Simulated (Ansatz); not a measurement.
**CH2AgB: where a starting geometry ends**

The starting geometry of this gas-phase triplet was optimised with GFN2-xTB as a singlet.

```xyz
5

C    -0.4422    1.9778   -1.6222
Ag    0.1807    1.0688   -3.4215
B    -0.2307    0.7115   -1.1538
H    -0.6984    3.0226   -1.6346
H    -0.1055   -0.2918   -0.5943
```

Task: Predict what becomes of its bonds when it is optimised with PBE0-D3(BJ)/def2-SVP.

Result: A bond breaks, giving a structure given below by its coordinates. Contacts that open: C1–Ag2 (2.11 → 3.03 Å).

The energy falls by 0.36 eV over 12 steps:

| step | E − E(last) (eV) |
| --- | --- |
| 1 | 0.363 |
| 2 | 0.282 |
| 3 | 0.220 |
| 5 | 0.105 |
| 6 | 0.064 |
| 7 | 0.007 |
| 8 | 0.002 |
| 10 | 0.000 |
| 11 | 0.000 |
| 12 | 0.000 |

Final geometry (Å):

```yaml
atoms:
  - { symbol: C, position_ang: [-0.5906, 2.1651, -1.1589] }
  - { symbol: Ag, position_ang: [0.3383, 0.5283, -3.5279] }
  - { symbol: B, position_ang: [-0.1856, 0.8011, -1.4600] }
  - { symbol: H, position_ang: [-0.7685, 3.1838, -1.4990] }
  - { symbol: H, position_ang: [-0.0897, -0.1894, -0.7805] }
```

Frequencies at the end are all real (lowest 156 cm⁻¹). Open shells are spin-unrestricted. The triplet needn't be the ground state. Atoms past krypton carry core potentials, without spin–orbit terms. Run with Ansatz 0.2.0, 34 s on 1 thread of Intel(R) Xeon(R) 6975P-C (Granite Rapids), on a shared host.
